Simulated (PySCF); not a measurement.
Compound: C6H13FNPSi.
Atom-mapped SMILES: `[CH2:1]=[CH:2][P@:3]1(=[NH:4])[CH2:5][CH2:6][Si@@H:7]([F:8])[CH2:9][CH2:10]1` (hydrogens: H11, H12 on C1; H13 on C2; H14 on N4; H15, H16 on C5; H17, H18 on C6; H19 on Si7; H20, H21 on C9; H22, H23 on C10)

Cartesian coordinates in Å at the GFN2-xTB level; atoms count from 1:
```xyz
23
C6H13FNPSi angstrom
C     -2.9463    0.1847   -1.0811
C     -2.4436   -0.5547   -0.1066
P     -0.6801   -0.6392    0.3998
N     -0.2892   -1.6428    1.5219
C     -0.3343    1.0304    1.0538
C      1.1287    1.1149    1.4719
Si     2.2506    0.8274   -0.0228
F      3.7781    0.6614    0.4838
C      1.7217   -0.7625   -0.9054
C      0.2311   -0.7108   -1.2194
H     -4.0025    0.1939   -1.3022
H     -2.3271    0.8108   -1.7022
H     -3.0870   -1.1748    0.5102
H     -0.4186   -2.6202    1.3008
H     -0.5854    1.7782    0.2965
H     -1.0010    1.1681    1.9103
H      1.3235    2.0745    1.9551
H      1.3054    0.3353    2.2161
H      2.2846    1.9716   -0.9347
H      1.9031   -1.6143   -0.2434
H      2.2951   -0.9387   -1.8178
H     -0.0125    0.1488   -1.8446
H     -0.0991   -1.6152   -1.7429
```

Computed at PBE0/pcSseg-1 (PySCF, non-relativistic), with Q(14N) = 0.02044 b: N4, 14N (I = 1): χzz = 3.142 MHz, η = 0.775.

Question: Find the zero-field quadrupole resonance frequencies of 14N at N4.

Answer: From ν± = (3/4)|χ|(1 ± η/3) and ν0 = |χ|η/2: ν+ 2.965 MHz, ν− 1.748 MHz, ν0 1.217 MHz (nitrogen bonded to P and H).

In a crystal, neighbours and librations shift these lines. Isolated species at its GFN2-xTB geometry (one conformer only). GFN2-xTB frequencies show an imaginary mode (38i cm⁻¹), so this geometry is no minimum at that level. GFN2-xTB bond lengths can be off by several hundredths of an ångström, more for odd bonds, and the gradients follow them. The basis is small and wasn't made for field gradients, so the couplings can be 20 % off.
